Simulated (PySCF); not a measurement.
# One molecule, several mistakes: CGe2H4O

These are calculations, not measurements. The program is PySCF 2.14.0, an open-source quantum chemistry code, run on an isolated molecule that a program drew, which may never have been made. The molecule is CGe2H4O (charge 0, singlet), drawn as the SMILES string `[OH][GeH]=[CH][GeH]`.

Each row is a Hartree-Fock (HF) and frozen-core CCSD(T) single point in the cc-pVDZ basis, meant for a local HF minimum. Run 1 is clean. Each other run has one planted mistake out of seven kinds, and not every kind appears here: one electron removed, one electron added, multiplicity raised by two, geometry at a saddle point, minimal basis STO-3G, one bond length entered in bohr, all coordinates scaled. The reference is restricted for singlets and unrestricted otherwise, and also for a bond in bohr. Adding or removing an electron swaps singlet and doublet. Electrons count all cores. HOMO and LUMO are orbital energies over both spins, the gradient is its largest component, and the lowest frequency (negative if imaginary) is given only where the gradient is small. Bond lengths are over the 7 bonds as drawn. T1 is the CCSD diagnostic: over 0.02 (restricted) or 0.045 (unrestricted) a single reference is doubtful. Germanium has the cc-pVDZ-PP basis, with a core potential (ECP10MDF) in place of its 10 inner electrons, and its 3s, 3p and 3d shells are frozen in CCSD(T).

Geometry of the clean run:
```xyz
8
CGe2H4O, angstrom
O     0.1554    0.9512    3.2610
Ge   -1.1562    1.3882    2.1770
C    -1.0015    2.0978    0.5506
Ge   -2.6437    2.4625   -0.3884
H     1.0304    1.1131    2.9356
H    -2.4160    1.0302    2.9293
H    -0.0021    2.2880    0.1703
H    -1.9640    3.0471   -1.6975
```

```
run  electrons  basis functions  <S^2>  HOMO (eV)  LUMO (eV)  gradient (hartree/bohr)  lowest frequency (cm^-1)  mean bond (Å)  longest bond (Å)      T1  HF (hartree)  CCSD(T) (hartree)                     mistake
  1         82               94  0.000      -8.40       0.96                  1.9e-05                        90         1.5136             1.927  0.0161    -701.75646         -702.30743                    no fault
  2         81               94  0.801     -14.16      -6.13                  7.3e-02                         -         1.5136             1.927  0.0227    -701.48971         -702.01798        one electron removed
  3         82               94  2.206      -6.36      -0.21                  4.0e-02                         -         1.5136             1.927  0.0347    -701.69965         -702.23286  multiplicity raised by two
  4         82               94  0.000      -8.51       0.83                  2.1e-02                         -         1.5469             1.969  0.0169    -701.75259         -702.30918                           ?
  5         83               94  1.071      -0.64       7.21                  2.7e-02                         -         1.5136             1.927  0.0362    -701.75169         -702.30748                           ?
```

**Which mistake was planted in run 4, and what did it cost?**

The mean and the longest bond both change by the same factor, 1.022, and the gradient is no longer small. So the mistake is: all coordinates scaled. Subtracting run 1 and multiplying by 627.51 kcal/mol a hartree, the energy moved by 2.4 kcal/mol in HF and -1.1 kcal/mol in CCSD(T).

**Which mistake was planted in run 5, and what did it cost?**

It counts 83 electrons, one more than the clean run, at the same geometry and basis. So the mistake is: one electron added. Subtracting run 1 and multiplying by 627.51 kcal/mol a hartree, the energy moved by 3.0 kcal/mol in HF and 0.0 kcal/mol in CCSD(T).

